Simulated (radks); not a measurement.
Fractional charge and spin in the 5s shell of caesium: the spin-up occupation runs from 0 to 1 and the spin-down occupation from 0 to 1; the fullest corner is Cs3+, [Kr] 4d10 5p(up 2, down 2) 5s(up 1, down 1). Method: scalar-relativistic Kohn-Sham, BLYP, spin-polarised, spherical densities, point nucleus; computed with a radial shooting solver on a logarithmic mesh with Libxc functionals. Energy (eV) minus the two flat planes that join the four corners (they meet along the diagonal where the two added fractions sum to one electron); zero is where a piecewise linear energy would lie.

\begin{tabular}{lrrrrr}
down \ up & 0 & 0.25 & 0.5 & 0.75 & 1 \\ \hline
0 & 0.000 & -1.201 & -1.598 & -1.196 & 0.000 \\
0.25 & -1.201 & -1.535 & -1.072 & 0.182 & -1.150 \\
0.5 & -1.598 & -1.072 & 0.242 & -1.031 & -1.529 \\
0.75 & -1.196 & 0.182 & -1.031 & -1.471 & -1.143 \\
1 & 0.000 & -1.150 & -1.529 & -1.143 & 0.000 \\
\end{tabular}

Corners above the fullest one (they belong to Cs4+ and the next ion): (up 1, down 0) 59.928 eV, (up 0, down 1) 59.928 eV, (up 0, down 0) 133.34 eV. With half an added electron in each spin the energy lies 0.242 eV from the planes, and with half an added electron in spin up alone -1.598 eV. The planes are only a guide here: the flat-plane condition holds for ground states with one frontier orbital, while this shell lies below other occupied shells, so the corners above the fullest one are inner-hole states and not the ground states of those ions.
